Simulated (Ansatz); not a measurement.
`N[C](=S)[ZnH]`, relaxed with RKS PBE0-D4/def2-TZVP in the Gaussian-basis code of Ansatz from a PBE-D4/def2-SVP geometry. The force threshold is 0.005 eV/Å; the program also tests the step.

The species carries charge 0 and has multiplicity 1.

Start:

```xyz
7

N     0.635   -0.912   -0.834
C     0.153   -0.149    0.150
S     0.576   -0.320    1.776
Zn   -1.049    1.327    0.476
H     1.308   -1.664   -0.630
H     0.350   -0.770   -1.803
H    -1.972    2.488    0.864
```

| step | energy (eV) | largest force (eV/Å) | largest move (Å) |
| --- | --- | --- | --- |
| 1 | -61818.5756 | 0.710 | 0.000 |
| 2 | -61818.6018 | 0.276 | 0.019 |
| 3 | -61818.6059 | 0.040 | 0.013 |
| 4 | -61818.6065 | 0.061 | 0.009 |
| 5 | -61818.6072 | 0.084 | 0.023 |
| 6 | -61818.6074 | 0.029 | 0.007 |
| 7 | -61818.6074 | 0.003 | 0.001 |

End:

```xyz
7

N     0.639   -0.917   -0.835
C     0.149   -0.151    0.120
S     0.551   -0.300    1.735
Zn   -1.038    1.324    0.524
H     1.302   -1.652   -0.618
H     0.367   -0.789   -1.794
H    -1.969    2.486    0.867
```

Hardware: 4 threads of a server CPU on a shared host. Wall time 12 s, peak host memory 0.48 GiB.
